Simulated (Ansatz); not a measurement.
## Ansatz (development build ahead of 0.2.0) run

```yaml
crystal:
  periodic: [false, false, false]
  atoms:
    - { symbol: Sc, position_ang: [0.00553, -0.0083, -0.00076] }
    - { symbol: F, position_ang: [1.81401, 0.00512, -0.00279] }
    - { symbol: F, position_ang: [-0.90336, 1.58408, -0.00194] }
    - { symbol: F, position_ang: [-0.91381, -1.57228, -0.00772] }
basis:
  gaussian: { orbitals: def2-TZVP }
hamiltonian:
  xc: hf
correlation:
  method: mp2
  frozen_orbitals: { F: 1, Sc: 5 }
```

The input is written out in the form of the current development build from the run's settings.

The run gave:

| Item | Value |
| --- | --- |
| Converged | yes |
| Reference energy | -1058.47994 hartree |
| Correlation energy | -1.03936 hartree |
| Total energy | -1059.51930 hartree |
| Spin squared of the determinant | 0.000 |
